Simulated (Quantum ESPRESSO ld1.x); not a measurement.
Results of a calculation; reference values are marked as such.
Task: These are the eigenvalues of the occupied orbitals of an atom or ion with whole-number occupations (eV). Code: ld1.x of Quantum ESPRESSO 7.5. Model: scalar-relativistic Kohn-Sham, PBE, spin-unpolarised, spherical densities, point nucleus.

| orbital | eigenvalue |
|---|---|
| 1s | -61260.5 |
| 2s | -10391.1 |
| 2p | -9158.86 |
| 3s | -2353.36 |
| 3p | -1981.98 |
| 3d | -1530.19 |
| 4s | -474.678 |
| 4p | -352.823 |
| 4d | -192.524 |
| 5s | -69.7235 |
| 5p | -42.1522 |
| 4f | -17.6338 |

Which element is it, and in what charge state? The configuration may be excited.

Result: Z = 70, ytterbium, charge +2: Yb2+ in [Xe] 4f14. The list shows which subshells hold electrons but not how many an open one holds; the 1s level, -2251.3 hartree, gives Z - s = 67.1 by -(Z - s)^2/2, which with screening and relativity narrows Z to a few neighbours, and the depths of the outer levels then fix element, charge and occupations together.
